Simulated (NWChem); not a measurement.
SiHOBrF₂; SMILES [Si](F)(F)(O)Br

```xyz
6

O      1.6134    -1.2061    -0.0106
Si     0.0451    -0.7790    -0.0004
F     -0.7126    -1.3783     1.2803
F     -0.7293    -1.3772    -1.2716
Br    -0.0921     1.3889     0.0008
H      1.8362    -2.1428    -0.0071
```
Atoms are numbered in this order, from 1.

Level: PBE0/def2-SVP (NWChem), optimised geometry, unscaled harmonic frequencies. This build's default masses of Se (78.918 u) and Br (79.917 u) are each other's, which moves their modes by up to 0.6 %.

Question: List the harmonic frequencies with IR intensities, and the thermochemistry.

Answer: 
```
frequency (cm⁻¹)  IR intensity (km/mol)
----------------  ---------------------
122                                81.2
195                                 1.0
210                                25.3
276                                19.1
331                                26.1
337                                55.6
488                               148.7
758                               118.0
879                               251.0
978                               166.8
1019                              167.1
3924                              164.8
```

```
Item                                                                                Value
-----------------------------------------------------------------------  ----------------
zero-point energy                                                           13.6 kcal/mol
thermal correction to the enthalpy at 298.15 K (with zero-point energy)     18.1 kcal/mol
heat capacity Cv                                                         19.8 cal/(mol K)
entropy at 298.15 K and 1 atm (symmetry number 1)                        81.7 cal/(mol K)
dipole moment                                                                      1.69 D
```

Rigid rotor and harmonic oscillator.
